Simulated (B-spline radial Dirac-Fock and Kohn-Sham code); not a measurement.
# Kohn-Sham estimates against Dirac-Fock for the levels of Os

System: atomic osmium, configuration [Xe] 4f14 5d8 (an excited configuration).

The density-functional columns are spherical, spin-unpolarised Dirac-Kohn-Sham results without Breit or QED terms: −ε is minus the orbital energy of the initial state and ΔSCF the difference of two total energies. The reference in the last column comes from ΔSCF Dirac-Fock with Breit, self-energy and vacuum polarisation, finite nucleus, configuration average. All numbers are from a radial B-spline solver, in eV; a selection of levels is shown. For the 1s level of heavy atoms much of the gap between ΔSCF and the reference is the Breit and QED part, -381.9 eV here; for other levels the error of the functional can be larger.

```csv
level,LDA −ε,LDA ΔSCF,Dirac-Fock
K (1s),73670.4,74243.0,73871.9
L1 (2s),12819.7,12922.5,12979.1
L2 (2p1/2),12280.8,12414.4,12390.6
L3 (2p3/2),10751.4,10864.5,10876.7
M1 (3s),2979.3,3007.2,3062.0
M2 (3p1/2),2736.9,2767.2,2801.4
M3 (3p3/2),2403.5,2430.5,2467.3
N1 (4s),624.5,636.1,667.8
N2 (4p1/2),522.7,534.2,558.1
N3 (4p3/2),444.1,455.0,479.4
N6 (4f5/2),49.33,58.91,55.32
N7 (4f7/2),46.52,56.00,52.62
O1 (5s),87.30,93.21,97.55
O2 (5p1/2),55.88,61.48,62.30
O3 (5p3/2),43.68,49.00,50.39
"O4,5 (5d)",3.69,7.94,5.37
```

Values without a named source are computed, but for edge energies of neutral atoms, which are taken from tables.
